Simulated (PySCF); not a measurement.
Geometries of 4 isomers of C3H5B, from PBE0-D3(BJ)/def2-SVP geometry optimisation, gas phase in PySCF 2.14.0. One conformer each, no zero-point energy, no frequencies.

Problem. Which isomer lies lowest at this level?
A.
```xyz
9
angstrom
B      1.403   -0.323   -0.110
C     -0.019   -0.261    0.467
C     -1.228   -0.148   -0.483
C     -0.929    0.937    0.130
H      1.634    0.210   -1.174
H      2.300   -0.892    0.473
H     -0.219   -0.752    1.434
H     -1.832   -0.740   -1.162
H     -1.082    1.983    0.375
```
B.
```xyz
9
angstrom
B      2.346   -0.074    0.076
C      0.846   -0.059    0.020
C     -0.377   -0.049   -0.027
C     -1.824   -0.033   -0.077
H      2.977   -0.786   -0.670
H      2.935    0.626    0.866
H     -2.240   -0.422    0.866
H     -2.197    0.997   -0.196
H     -2.217   -0.644   -0.904
```
C.
```xyz
9
angstrom
B     -1.312    0.786    0.000
C     -0.413   -0.494   -0.088
C      1.027   -0.320   -0.158
C      2.225   -0.154   -0.211
H     -0.856    1.901   -0.074
H     -2.505    0.633    0.126
H     -0.693   -1.166    0.747
H     -0.785   -1.042   -0.979
H      3.288   -0.009   -0.259
```
D.
```xyz
9
angstrom
B      1.695    0.179    0.089
C      0.185    0.138    0.030
C     -1.036    0.607    0.104
C     -0.993   -0.860    0.054
H      2.336    0.836   -0.697
H      2.266   -0.485    0.924
H     -1.653    1.471    0.344
H     -1.198   -1.387   -0.889
H     -1.207   -1.461    0.953
```

Solution. B. That is `BC#CC`, 16.3 kcal/mol below the next.

| SMILES | atoms numbered as above | E (Eh) | relative (kcal/mol) | relative (kJ/mol) | dipole (D) |
| --- | --- | --- | --- | --- | --- |
| BC#CC | [BH2:1][C:2]#[C:3][CH3:4] | -141.81592 | 0.0 | 0.0 | 2.30 |
| BCC#C | [BH2:1][CH2:2][C:3]#[CH:4] | -141.78998 | 16.3 | 68.1 | 0.81 |
| BC1=CC1 | [BH2:1][C:2]1=[CH:3][CH2:4]1 | -141.78122 | 21.8 | 91.1 | 0.88 |
| BC1C=C1 | [BH2:1][CH:2]1[CH:3]=[CH:4]1 | -141.76963 | 29.0 | 121.5 | 1.62 |

As drawn, the lowest has a C≡C bond, which the highest lacks; the highest has a three-membered ring and a C=C bond outside aromatic rings, which the lowest lacks.
